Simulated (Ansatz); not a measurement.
C₂₂H₁₃BO₉S⁻, that is S-phenylphenoxathiinium bis(oxalato)borate with one electron more. Charge -1, multiplicity 2. Geometry PBE-D4/def2-SVP.

```xyz
46

O     0.964    4.135   -0.414
C     0.410    3.731    0.584
O    -0.445    2.700    0.651
B    -0.895    2.519    2.050
O    -0.229    3.580    2.830
C     0.555    4.309    2.022
O     1.245    5.248    2.350
O    -0.533    1.171    2.562
C    -1.647    0.513    2.905
O    -1.700   -0.621    3.336
C    -2.855    1.446    2.614
O    -4.025    1.169    2.776
O    -2.369    2.602    2.147
C     1.236   -4.939   -1.883
C     0.798   -3.781   -2.557
C     0.368   -2.652   -1.856
C     0.363   -2.673   -0.429
S     0.169   -1.213    0.560
C    -1.214   -0.404   -0.257
C    -2.508   -0.732    0.177
C    -3.623   -0.166   -0.454
C    -3.431    0.708   -1.539
C    -2.145    1.036   -1.975
C    -1.018    0.499   -1.320
O     0.196    0.895   -1.795
C     1.337    0.795   -1.035
C     2.456    1.510   -1.484
C     3.618    1.543   -0.703
C     3.662    0.864    0.535
C     2.558    0.129    0.967
C     1.384    0.087    0.186
C     0.829   -3.833    0.256
C     1.242   -4.950   -0.466
H     1.575   -5.820   -2.449
H     0.787   -3.761   -3.659
H     0.015   -1.762   -2.398
H    -2.626   -1.416    1.030
H    -4.632   -0.387   -0.079
H    -4.300    1.160   -2.041
H    -1.971    1.737   -2.804
H     2.365    2.090   -2.413
H     4.486    2.125   -1.047
H     4.563    0.923    1.166
H     2.575   -0.420    1.923
H     0.842   -3.840    1.358
H     1.569   -5.853    0.076
```

Single mean-field runs in def2-SVP are fitted with def2-universal-jkfit.

Task: Estimate the α-spin orbital energies around the gap (eV) in Ansatz with PBE-D4/def2-SVP, PBE0-D4/def2-SVP.

Result: 
| orbital | PBE-D4/def2-SVP | PBE0-D4/def2-SVP |
| --- | --- | --- |
| HOMO−5 | -3.61 | -5.01 |
| HOMO−4 | -3.58 | -4.85 |
| HOMO−3 | -2.99 | -4.61 |
| HOMO−2 | -2.77 | -4.52 |
| HOMO−1 | -2.66 | -4.01 |
| HOMO | -0.15 | -0.75 |
| LUMO | 0.61 | 1.35 |
| LUMO+1 | 0.81 | 1.60 |
| LUMO+2 | 0.86 | 1.70 |
| LUMO+3 | 1.05 | 1.81 |
| LUMO+4 | 1.19 | 2.06 |
| LUMO+5 | 1.31 | 2.18 |
| β HOMO | -2.66 | -3.93 |
| β LUMO | 0.24 | 1.10 |
